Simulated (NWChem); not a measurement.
System: CH4SZn; SMILES [Zn]([CH3])[SH]

Input file for NWChem:

```
start job
memory heap 200 mb stack 900 mb global 1100 mb
geometry units angstroms
  Zn     0.127608    -0.330647    -0.000259
  C      0.164944    -2.268758    -0.000680
  H     -0.328095    -2.675817    -0.897391
  H     -0.347890    -2.676541     0.884530
  H      1.202533    -2.638617     0.010746
  S      0.112812     1.859182     0.000205
  H     -1.239053     1.910214     0.000405
end
basis spherical
  * library 3-21g
end
dft
  xc b3lyp
  iterations 150
end
driver
  maxiter 120
end
task dft optimize
task dft freq
```

The level has its own optimisation; frequencies are unscaled.

Question: What results follow from this input? (B3LYP/3-21G.) Quantities: r C–Zn (Å); r S–Zn (Å); r H–S (Å); highest harmonic frequency (cm⁻¹); lowest (cm⁻¹); zero-point energy (kcal/mol); dipole (D).

Answer: The r C–Zn (Å) comes out as 1.840 and the r S–Zn (Å) comes out as 2.266. The r H–S (Å) is 1.375, the highest harmonic frequency (cm⁻¹) comes out as 3132 and the lowest (cm⁻¹) comes out as 19. The zero-point energy (kcal/mol) is 27.7 and the dipole (D) is 2.89.
